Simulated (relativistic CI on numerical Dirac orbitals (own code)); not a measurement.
# Crystal-field levels of Rh+, 4d8

Calculated by Dirac-Coulomb-Breit CI, KLI orbitals optimised for each configuration, a model potential for QED, one configuration in a parametric crystal field, unscaled Slater integrals (own radial code). With so little scaling, terms lie 10 to 35 % too far apart, which can change the order of excited levels.

Field parameters in Wybourne normalisation: D4h B²₀ = −7Ds, B⁴₀ = 21(Dq − Dt), B⁴₄ = 21√(5/14) Dq. The field is a parameter set, without covalency.

S is read from ⟨S²⟩ = S(S + 1).

Levels (cm⁻¹, degeneracy): 0 (2), 5 (1), 12272 (1), 12797 (1), 17474 (2), 17609 (1), 19325 (1), 19387 (1), 19838 (2), 20351 (1), 20429 (1), 23186 (1).

Question: Which field gives this pattern?
A. D4h, 10Dq = 12300, Ds = 370, Dt = 170 cm⁻¹
B. D4h, 10Dq = 23450, Ds = 1810, Dt = 1170 cm⁻¹
C. D4h, 10Dq = 17400, Ds = 1030, Dt = -290 cm⁻¹

Answer: C. D4h, 10Dq = 17400, Ds = 1030, Dt = -290 cm⁻¹, ground level with S = 1.00.
